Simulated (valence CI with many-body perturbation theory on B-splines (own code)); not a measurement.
## In¹⁸⁺: electric-dipole lines

Calculated by configuration interaction combined with many-body perturbation theory (CI+MBPT): three valence electrons over a frozen Dirac-Fock core [Ar] 3d10, a basis of 11 s, 11 p, 9 d, 7 f, 5 g, 2 h, 1 i functions for each j, with the one-electron correlation potential Σ1 (screened to all orders), the two-electron term Σ2, the three-electron term Σ3, Breit, model QED; selected single and double excitations, second order for the rest (own B-spline code, finite nucleus).

No measured spectrum was set against this ion. As an estimate, levels hold to about 250 cm⁻¹ or 0.2 % of their energy and the worst to 1 %, as in measured heavy ions of charge 2 to 7; those with d or f electrons hold less well.

Lines 1 to 50 of 274 in falling wavelength, among levels below 189.59 eV, chosen from the strongest by gf and those to the six lowest levels. Wavelengths and rates use the calculated energies, so an error of 2000 cm⁻¹ moves a line at 42.78 nm by 0.86 % and its rate by three times that or more. Electric multipoles are in the length gauge, E1 and E2 with the static RPA response of the core. Weak lines are less certain than strong ones. Lines between different terms over intervals too small for the method are left out, as are lines whose strength nearly cancels. Where a level lies close to another of its J and parity, the split of strength between their lines is uncertain. The highest levels of a list are the least certain.

Names give the largest LS component (configuration and term), which can be under half, so a name can repeat, a term be missing and a line seem to break the LS rules; names also repeat where a configuration has a term twice. Letters in brackets count levels of one name in rising energy.

```csv
λ vac (nm),Upper,Lower,A (s⁻¹),log gf,Branch %
42.78,4s 4p2 4P_1/2,4s2 4p 2P°_3/2,8.21e+07,-2.35,5.3
39.57,4p2 4d 2F_7/2 [a],4s 4p 4d 2F°_5/2 [b],9.18e+08,-0.76,4.2
35.73,4s 4p2 4P_3/2,4s2 4p 2P°_3/2,1.71e+08,-1.88,83.6
35.59,4p3 2D°_5/2,4s 4p2 2P_3/2,3.44e+09,-0.41,14.5
33.52,4p2 4d 4F_9/2,4s 4p 4d 2F°_7/2 [a],2.09e+09,-0.45,8.6
33.17,4p2 4d 2G_7/2,4s 4p 4d 2F°_5/2 [b],2.40e+09,-0.50,5.9
32.74,4s 4p2 4P_5/2,4s2 4p 2P°_3/2,1.35e+09,-0.89,100.0
32.38,4p3 4S°_3/2 [a],4s 4p2 2P_1/2,3.53e+09,-0.65,7.9
32.06,4s 4p2 4P_1/2,4s2 4p 2P°_1/2,1.46e+09,-1.35,94.7
31.20,4p2 4d 4F_5/2,4s 4p 4d 2F°_5/2 [a],2.11e+09,-0.73,5.6
30.92,4p2 4d 2F_5/2 [a],4s 4p 4d 4D°_5/2,3.08e+09,-0.58,14.1
30.08,4p2 4d 4F_3/2,4s 4p 4d 4D°_1/2,3.89e+09,-0.68,10.8
29.88,4p2 4d 2F_5/2 [b],4s 4p 4d 2D°_3/2 [b],2.17e+09,-0.76,1.0
29.81,4p2 4d 2F_5/2 [a],4s 4p 4d 2D°_3/2 [a],2.57e+09,-0.69,11.7
29.81,4p2 4d 2D_3/2 [a],4s 4p 4d 2P°_1/2 [a],4.92e+09,-0.58,6.0
29.77,4p2 4d 2F_7/2 [a],4s 4p 4d 4D°_7/2,2.06e+09,-0.66,9.4
29.72,4p2 4d 2P_3/2,4s 4p 4d 4P°_3/2,3.54e+09,-0.73,6.3
29.57,4p3 2P°_1/2,4s 4p2 2S_1/2,1.13e+10,-0.53,21.9
29.26,4p2 4d 2D_5/2,4s 4p 4d 2F°_7/2 [b],4.64e+09,-0.45,2.5
29.19,4p2 4d 4D_1/2,4s 4p 4d 4P°_1/2,6.59e+09,-0.77,13.6
29.15,4p3 4S°_3/2 [a],4s 4p2 2D_3/2,3.36e+09,-0.77,7.5
29.14,4s 4p 4d 2F°_5/2 [a],4s2 4d 2D_3/2,2.88e+09,-0.66,3.6
28.98,4p2 4d 2F_7/2 [b],4s 4p 4d 2D°_5/2 [b],3.35e+09,-0.47,1.6
28.89,4p2 4d 4D_5/2,4s 4p 4d 2D°_5/2 [a],3.84e+09,-0.54,6.0
28.89,4p2 4d 4D_3/2,4s 4p 4d 2D°_5/2 [a],5.50e+09,-0.56,7.2
28.88,4p2 4d 2G_9/2,4s 4p 4d 2F°_7/2 [b],5.17e+09,-0.19,19.4
28.25,4p2 4d 2F_7/2 [a],4s 4p 4d 2F°_5/2 [a],3.02e+09,-0.54,13.7
28.17,4s 4p2 2D_3/2,4s2 4p 2P°_3/2,5.30e+08,-1.60,2.9
28.00,4p2 4d 4F_9/2,4s 4p 4d 4D°_7/2,3.42e+09,-0.40,14.1
27.93,4s 4p2 4P_3/2,4s2 4p 2P°_1/2,3.34e+07,-2.81,16.4
27.92,4p2 4d 4F_5/2,4s 4p 4d 4D°_3/2,5.12e+09,-0.45,13.6
27.63,4p3 4S°_3/2 [b],4s 4p2 2P_1/2,4.47e+09,-0.69,7.8
27.60,4p2 4d 4D_7/2,4s 4p 4d 2F°_7/2 [a],2.87e+09,-0.58,8.0
27.49,4p3 4S°_3/2 [b],4s 4p2 2D_5/2,6.69e+09,-0.52,11.7
27.39,4p2 4d 4F_5/2,4s 4p 4d 4P°_5/2,2.84e+09,-0.72,7.6
27.32,4p2 4d 2D_5/2,4s 4p 4d 2P°_3/2 [a],3.91e+09,-0.58,2.1
27.32,4p2 4d 4D_5/2,4s 4p 4d 4P°_3/2,2.54e+09,-0.77,4.0
27.14,4s 4p 4d 2D°_5/2 [a],4s2 4d 2D_5/2,2.88e+09,-0.72,3.4
27.13,4p3 2D°_5/2,4s 4p2 2D_5/2,1.00e+10,-0.18,42.3
27.12,4p2 4d 2G_9/2,4s 4p 4d 2F°_7/2 [a],4.85e+09,-0.27,18.2
26.80,4p2 4d 2F_5/2 [b],4s 4p 4d 2F°_5/2 [b],3.07e+09,-0.70,1.5
26.62,4p2 4d 4F_7/2,4s 4p 4d 4F°_9/2,1.09e+10,-0.03,35.8
26.35,4p2 4d 4F_5/2,4s 4p 4d 4F°_7/2,1.25e+10,-0.11,33.4
26.21,4p3 2P°_3/2,4s 4p2 2P_3/2,1.63e+10,-0.17,31.6
26.18,4p2 4d 4F_3/2,4s 4p 4d 4F°_5/2,1.15e+10,-0.33,32.0
26.00,4p2 4d 2G_7/2,4s 4p 4d 4D°_5/2,2.77e+09,-0.65,6.9
25.81,4s 4p2 2D_5/2,4s2 4p 2P°_3/2,6.36e+09,-0.42,100.0
25.72,4p2 4d 4F_9/2,4s 4p 4d 4F°_9/2,1.12e+10,0.04,45.9
25.69,4s 4p2 2P_1/2,4s2 4p 2P°_3/2,2.45e+09,-1.32,3.6
25.67,4p2 4d 2F_7/2 [b],4s 4p 4d 2F°_5/2 [b],3.99e+09,-0.50,1.9
```

How does gf follow from A for the line at 25.69 nm?

gf = 1.4992 × (2J+1)_upper × A / σ², with σ = 389228 cm⁻¹ and 2J+1 = 2: gf = 0.0484.
